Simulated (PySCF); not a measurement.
## A small calculation by hand: dipole moment from atomic charges

C3F5, SMILES FC(C(F)=[C]F)(F)F, multiplicity 2. Atoms are numbered in the order given.

```xyz
8

F     -0.4342    -2.7979     0.0000
C     -0.6049    -1.5090     0.0000
C      0.2770    -0.5052     0.0000
F      1.6119    -0.6860     0.0000
C     -0.1538     0.9394     0.0000
F      0.3207     1.5847    -1.0875
F     -1.4981     1.0310     0.0000
F      0.3207     1.5847     1.0875
```
Charge 0, spin multiplicity 2.

Geometry optimised at PBE-D3(BJ)/def2-SVP. The isomer is the one that the SMILES or the coordinates give; other isomers of the formula were not compared.

Charges (e) from r2SCAN/def2-TZVP (PySCF):

| atom | ESP fit | Mulliken |
|---|---|---|
| F1 | 0.000 | -0.103 |
| C2 | 0.070 | 0.137 |
| C3 | 0.033 | 0.124 |
| F4 | -0.076 | -0.170 |
| C5 | 0.326 | 0.487 |
| F6 | -0.114 | -0.158 |
| F7 | -0.124 | -0.157 |
| F8 | -0.114 | -0.158 |

The dipole moment of the full density is 1.27 D.

Q: What dipole moment does each set of point charges give, and which comes closer to that of the density?

A: 
μ = Σ q r, and 1 e Å = 4.8032 D.
ESP fit: Σ q r = (-0.093, -0.253, 0.000) e Å, |μ| = 1.30 D.
Mulliken: Σ q r = (-0.219, -0.070, 0.000) e Å, |μ| = 1.10 D.
ESP fit comes closer in size. Point charges leave out the atoms' own dipoles (lone pairs, polarised bonds); fits to the potential absorb them, partitions of the density don't.
